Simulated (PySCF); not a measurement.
Be(Et)2 (C4H10Be), SMILES [CH2](C)[Be][CH2]C.

The structure is a stationary point at B3LYP-D3(BJ)/def2-SVP. The isomer is the one that the SMILES or the coordinates give; other isomers of the formula were not compared. The values are those of a single conformer.

The numbers are results of PBE0/def2-TZVP in PySCF, not measurements.

Symmetry labels are those of the subgroup C2 that the program uses (full group C2).

Computed valence orbital energies around the gap with their symmetry:
```json
[
 {"orbital": "HOMO−7", "symmetry": "A", "energy (eV)": "-11.45"},
 {"orbital": "HOMO−6", "symmetry": "B", "energy (eV)": "-11.39"},
 {"orbital": "HOMO−5", "symmetry": "B", "energy (eV)": "-10.04"},
 {"orbital": "HOMO−4", "symmetry": "A", "energy (eV)": "-10.01"},
 {"orbital": "HOMO−3", "symmetry": "A", "energy (eV)": "-9.40"},
 {"orbital": "HOMO−2", "symmetry": "B", "energy (eV)": "-9.30"},
 {"orbital": "HOMO−1", "symmetry": "A", "energy (eV)": "-8.03"},
 {"orbital": "HOMO", "symmetry": "B", "energy (eV)": "-7.37"},
 {"orbital": "LUMO", "symmetry": "A", "energy (eV)": "0.11"},
 {"orbital": "LUMO+1", "symmetry": "B", "energy (eV)": "0.15"},
 {"orbital": "LUMO+2", "symmetry": "A", "energy (eV)": "0.43"},
 {"orbital": "LUMO+3", "symmetry": "B", "energy (eV)": "2.00"}
]
```
